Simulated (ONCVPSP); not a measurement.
Which change was made? (W, ONCV)

| Item | Value |
| --- | --- |
| Element | W (Z = 74) |
| Generator | ONCVPSP 4.0.1 |
| Type | optimised norm-conserving Vanderbilt (ONCV) |
| Functional | PW91 |
| Relativity | scalar-relativistic |
| Frozen core | [Kr] 4d10 4f14 5s2 |
| Valence charge | 12 |
| Reference configuration | 5p6 5d4 6s2 |
| Partial waves | 6s: rc 2.70 bohr, ncon 4, nbas 7, qcut 1.9 1/bohr, 1 projector; 5p: rc 1.35 bohr, ncon 4, nbas 8, qcut 4.9 1/bohr, 2 projectors, debl 2.8 Ha; 5d: rc 2.40 bohr, ncon 4, nbas 8, qcut 7.2 1/bohr, 2 projectors, debl 2.5 Ha |
| Local potential | polynomial inside 0.95 bohr (lpopt 5, dvloc0 0 Ha) |
| Core correction | Teter function fitted to the true core (icmod 2), fcfact 0.2 |

Cutoffs, loose and tight: the cutoffs (Ha) at which the residual kinetic energy of the hardest occupied pseudo-wave falls to 1 and 0.1 mHa per electron. They do not see the model core or the augmentation charge, which bear on the density cutoff. Test errors are all-electron minus pseudo excitation energies from the reference, over the configurations 5p6 5d4 6s1; 5p6 5d4 6s0; 5p6 5d3 6s0; 5p6 5d4 6s0 6p2; variants that change the core or the reference have their own tests.

The base gives: outcome: generated; cutoff, loose: 97 Ha; cutoff, tight: 116 Ha; bound ghosts: s; GHOST(+) flags above zero: p; largest test error (meV): -27.

(1) After one change the result is: outcome: generated; cutoff, loose: 91 Ha; cutoff, tight: 113 Ha; bound ghosts: s; GHOST(+) flags above zero: p, d; largest test error (meV): -19. Which change was it?
A. s: qcut 1.6; p: qcut 4; d: qcut 5.9
B. s: qcut 1.4; p: qcut 3.6; d: qcut 5.3
C. s: qcut 2.5; p: qcut 6.3; d: qcut 9.3

Answers

(1) B. The others give: s: qcut 1.6; p: qcut 4; d: qcut 5.9 → outcome: generated; cutoff, loose: 95 Ha; cutoff, tight: 115 Ha; bound ghosts: s, d; GHOST(+) flags above zero: p; largest test error (meV): -22 | s: qcut 2.5; p: qcut 6.3; d: qcut 9.3 → outcome: generated; cutoff, loose: 61 Ha; cutoff, tight: 110 Ha; bound ghosts: s; GHOST(+) flags above zero: p; largest test error (meV): -38.
